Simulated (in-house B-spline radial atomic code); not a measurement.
Configurations of the tellurium ion Te⁶⁺, with energies counted from [Kr] 4d10. Method: scalar-relativistic (X2C) BHandHLYP, spin-polarised, spherical fractional occupations, exact exchange averaged over the configuration, Fermi nucleus of rms radius 4.7423 fm. Calculated with a radial B-spline atomic code at the basis-set limit. Shells without spins written out take the highest spin.

Occupations are held fixed; configurations that lie above the ionisation limit could autoionise.

```csv
configuration,E - E(ref) (eV),highest orbital,its <r> (bohr)
[Kr] 4d9 5d1,71.12,5d up,2.373
[Ar] 3d10 4s2 4p5 4d10 5s1,117.19,5s up,1.739
[Ar] 3d10 4s2 4p5 4d10 5f1,169.68,5f up,3.288
[Ar] 3d9 4s2 4p6 4d10 5s1,575.11,5s up,1.729
[Ar] 3d9 4s2 4p6 4d10 5d1,608.28,5d up,2.344
[Ar] 3d9 4s2 4p6 4d10 5f1,627.86,5f up,3.252
```

(1) Order these further configurations by energy, lowest first.
A. [Ar] 3d10 4s2 4p5 4d10 4f1
B. [Ar] 3d10 4s2 4p5 4d10 5p1
C. [Ar] 3d9 4s2 4p6 4d10 4f1
D. [Kr] 4d9 4f1
E. [Kr] 4d9 5f1

(2) How far above the reference does [Ar] 3d10 4s2 4p5 4d10 5d1 lie?

Answers

(1) D (69.957 eV), E (90.543 eV), B (130.92 eV), A (148.79 eV), C (606.96 eV).

(2) 150.28 eV; its least bound orbital is 5d up with <r> = 2.366 bohr.
